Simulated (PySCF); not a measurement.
Compound: C6H12FS (charge +1).
Numbering: `[CH3:1][C@@H:2]1[CH2:3][CH2:4][S@+:5]([CH2:6][F:7])[CH2:8]1` (hydrogens: H9, H10, H11 on C1; H12 on C2; H13, H14 on C3; H15, H16 on C4; H17, H18 on C6; H19, H20 on C8)

Structure optimised with GFN2-xTB, isolated species.

Task: Give the optimised bond lengths and angles.

Result: 
```csv
bond,length (Å),order
C1–C2,1.523,single
C2–C3,1.529,single
C3–C4,1.518,single
C4–S5,1.835,single
S5–C6,1.852,single
C6–F7,1.343,single
S5–C8,1.830,single
C2–C8,1.530,single
"C1–H9, C1–H10, C1–H11",1.086,single
C2–H12,1.094,single
C3–H13,1.091,single
C3–H14,1.089,single
C4–H15,1.090,single
C4–H16,1.087,single
C6–H17,1.094,single
C6–H18,1.094,single
C8–H19,1.088,single
C8–H20,1.090,single
```

Bonds in one row agree within 0.01 Å and their mean is given. Orders are formal, as drawn. A selection of angles:
```csv
angle,degrees
C2–C1–H9,109.9
C2–C1–H10,110.7
H9–C1–H10,108.1
H10–C1–H11,108.7
C1–C2–C3,112.9
C1–C2–C8,110.6
C1–C2–H12,109.2
C3–C2–C8,105.4
C3–C2–H12,109.3
C8–C2–H12,109.3
C2–C3–C4,106.7
C2–C3–H13,110.0
C2–C3–H14,111.2
C4–C3–H13,110.9
C4–C3–H14,109.9
H13–C3–H14,108.0
C3–C4–S5,106.5
C3–C4–H15,111.9
C3–C4–H16,114.3
S5–C4–H15,105.2
S5–C4–H16,109.2
H15–C4–H16,109.2
C4–S5–C6,100.9
C4–S5–C8,93.5
C6–S5–C8,101.1
S5–C6–F7,109.7
S5–C6–H17,108.4
S5–C6–H18,108.1
F7–C6–H17,109.4
F7–C6–H18,109.5
H17–C6–H18,111.6
S5–C8–H19,107.9
S5–C8–H20,108.4
C2–C8–S5,106.7
C2–C8–H19,113.1
C2–C8–H20,111.0
H19–C8–H20,109.6
```

Dihedral angles: C1–C2–C3–C4 -170° (antiperiplanar); C2–C3–C4–S5 37° (synclinal); C3–C4–S5–C6 89° (synclinal); C4–S5–C6–F7 -47° (synclinal); C4–S5–C8–C2 -15° (synperiplanar); C1–C2–C8–S5 161° (antiperiplanar).

The 5-membered ring C2–C3–C4–S5–C8 has internal angles of 93.5° to 106.7°; it is puckered, 0.20 Å rms from its mean plane, widest ring torsion 49°. Of the pairs four or more bonds apart, F7···H20 is among the closest relative to their van der Waals radii: 2.48 Å, 93 % of the sum of Bondi's values. S5 (sulfonium sulfur) is pyramidal (angles 101.1°, 100.9° and 93.5°, sum 295.5°, 0.89 Å off the plane of its three neighbours). The 3 C–S bonds span 1.830 Å (S5–C8, drawn single) to 1.852 Å (S5–C6, drawn single), a spread of 0.022 Å.

Point group: C1 (no symmetry element, even within 0.4 Å). No GFN2-xTB frequencies stand behind this structure, so it isn't proved a minimum.

One conformer stands for the species.

The numbers are calculated, not measured.
